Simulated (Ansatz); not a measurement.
Kohn–Sham single points on BH4NOSi, SMILES `NB1O[SiH2]1`.

```yaml
crystal:
  periodic: [false, false, false]
  atoms:
    - {symbol: N, position_ang: [-0.560368, 1.583653, -0.439149]}
    - {symbol: B, position_ang: [-0.094387, 0.343694, -0.038669]}
    - {symbol: O, position_ang: [0.408156, -0.107998, 1.153457]}
    - {symbol: Si, position_ang: [0.438647, -1.464844, 0.084438]}
    - {symbol: H, position_ang: [-0.903440, 1.762066, -1.364592]}
    - {symbol: H, position_ang: [-0.580019, 2.377415, 0.180507]}
    - {symbol: H, position_ang: [1.810268, -1.970094, -0.171624]}
    - {symbol: H, position_ang: [-0.426756, -2.580993, 0.539932]}
basis:
  gaussian: {orbitals: def2-TZVPP}
hamiltonian: {xc: {name: r2SCAN0}, dispersion: d4}
output: {orbitals: {seedname: orbitals}}
```

```sh
$ ansatz run in.yaml --threads 2 --pin off --events-out ev --progress --plain --max-ram 4352MiB
```

Shortened log:

```
Functional definition: r2SCAN0
1002 factors; their error is unknown
mean field evaluation 1: about -12147.7232 eV, gradient 6.8e1 eV
mean field evaluation 2: about -12133.5400 eV, gradient 1.1e2 eV
mean field evaluation 4: about -12156.0947 eV, gradient 7.3e0 eV
mean field evaluation 8: about -12156.1918 eV, gradient 4.2e-2 eV
mean field evaluation 16: about -12156.2180 eV, gradient 7.1e-5 eV
mean field -12156.21801072 eV, -446.7327721135 hartree, gradient 7.1e-5 eV, S^2 0.000000; 0 other end points of the search recorded, 0 dependent functions left out
reference -12156.21802055 eV, -446.7327724747 hartree; 19, 19 occupied and 172, 172 virtual orbitals, 1002 factors
Total energy: -12156.25555422 eV, -446.7341518118 hartree
```

Hardware: 2 threads of an Arm Neoverse V2 on a shared host. Wall time 3.5 s, peak host memory 0.4 GiB.

Changing it to `hamiltonian: {xc: {name: r2SCANh}, dispersion: d4}` (abridged; 3.6 s):

```
Functional definition: r2SCANh
mean field evaluation 16: about -12156.6299 eV, gradient 2.8e-5 eV
mean field -12156.62986395 eV, -446.7479074404 hartree, gradient 2.8e-5 eV, S^2 0.000000
Total energy: -12156.66374306 eV, -446.7491524750 hartree
```

Changing it to `hamiltonian: {xc: {name: B3LYP}, dispersion: d4}` and forces (abridged; 2.7 s):

```
Functional definition: B3LYP
mean field evaluation 16: about -12160.6848 eV, gradient 3.7e-5 eV
mean field -12160.68484597 eV, -446.8969252812 hartree, gradient 3.7e-5 eV, S^2 0.000000
Total energy: -12160.90449320 eV, -446.9049971679 hartree
Atom 0 force    -0.025332     0.046065    -0.040081 eV/Å
Atom 1 force    -0.013471     0.016648    -0.028149 eV/Å
Atom 2 force     0.025683     0.056731     0.129522 eV/Å
Atom 3 force     0.053417    -0.246673    -0.043953 eV/Å
Atom 4 force    -0.007456     0.024486    -0.002383 eV/Å
Atom 5 force    -0.006722     0.025140     0.000446 eV/Å
Atom 6 force    -0.084198     0.019373     0.014922 eV/Å
Atom 7 force     0.058080     0.058230    -0.030324 eV/Å
Dipole moment:    -0.163592     0.222342    -0.323434 e Å
```

Changing it to `hamiltonian: {xc: {name: CAM-B3LYP}, dispersion: d4}` (abridged; 2.4 s):

```
Functional definition: CAM-B3LYP
mean field evaluation 16: about -12158.3471 eV, gradient 1.7e-5 eV
mean field -12158.34711787 eV, -446.8110153582 hartree, gradient 1.7e-5 eV, S^2 0.000000
Total energy: -12158.46164796 eV, -446.8152242613 hartree
```

The same input with `hamiltonian: {xc: {name: BLYP}, dispersion: d4}` (abridged; 1.5 s):

```
Functional definition: BLYP
mean field evaluation 16: about -12158.7602 eV, gradient 2.0e-5 eV
mean field -12158.76017170 eV, -446.8261948063 hartree, gradient 2.0e-5 eV, S^2 0.000000
Total energy: -12159.06260357 eV, -446.8373089724 hartree
```

With the line `hamiltonian: {xc: pbe, dispersion: d4}` and forces (abridged; 1.9 s):

```
Functional definition: PBE
mean field evaluation 16: about -12150.7429 eV, gradient 6.3e-5 eV
mean field -12150.74294724 eV, -446.5315672416 hartree, gradient 6.3e-5 eV, S^2 0.000000
Total energy: -12150.87810473 eV, -446.5365341879 hartree
Atom 0 force     0.005567    -0.032008    -0.009949 eV/Å
Atom 1 force    -0.093443    -0.040271    -0.328424 eV/Å
Atom 2 force     0.183199     0.237836     0.780206 eV/Å
Atom 3 force    -0.025362    -0.360520    -0.389356 eV/Å
Atom 4 force    -0.122472     0.077806    -0.318214 eV/Å
Atom 5 force    -0.015664     0.303144     0.210997 eV/Å
Atom 6 force     0.165895    -0.057001    -0.014560 eV/Å
Atom 7 force    -0.097719    -0.128988     0.069300 eV/Å
Dipole moment:    -0.163374     0.262664    -0.288134 e Å
```

B3LYP takes the VWN-RPA correlation (the form of Gaussian; ORCA's B3LYP/G).
